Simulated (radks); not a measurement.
Charge is removed step by step from the 3s down level of Al, starting from [Ne] 3s(up 1, down 1) 3p1. Calculated with a radial shooting solver on a logarithmic mesh with Libxc functionals: scalar-relativistic Kohn-Sham, LDA (Slater exchange, Perdew-Wang correlation), spin-polarised, spherical densities, finite nucleus; open shells are filled with parallel spins first; Fermi nuclear charge, rms radius 3.061 fm.

removed (e)  E - E(0) (eV)  eigenvalue (eV)  E minus straight line (eV)
0                    0.000           -7.432                       0.000
0.125                0.979           -8.236                      -0.363
0.25                 2.060           -9.059                      -0.625
0.375                3.244           -9.895                      -0.783
0.5                  4.534          -10.740                      -0.836
0.625                5.929          -11.590                      -0.783
0.75                 7.431          -12.437                      -0.624
0.875                9.038          -13.263                      -0.360
1                   10.740          -13.817                       0.000

Removing the whole electron costs 10.740 eV by Delta-SCF, against 7.432 eV from minus the eigenvalue at the starting occupation. Slater's transition state (half an electron removed) gives 10.740 eV. Integrating minus the eigenvalue over the occupation (Janak's theorem) gives 10.736 eV. In this scalar-relativistic scheme the density is built from large components alone, so the theorem holds only approximately. The mean slope of the eigenvalue, de/dn, is 6.38 eV per electron.
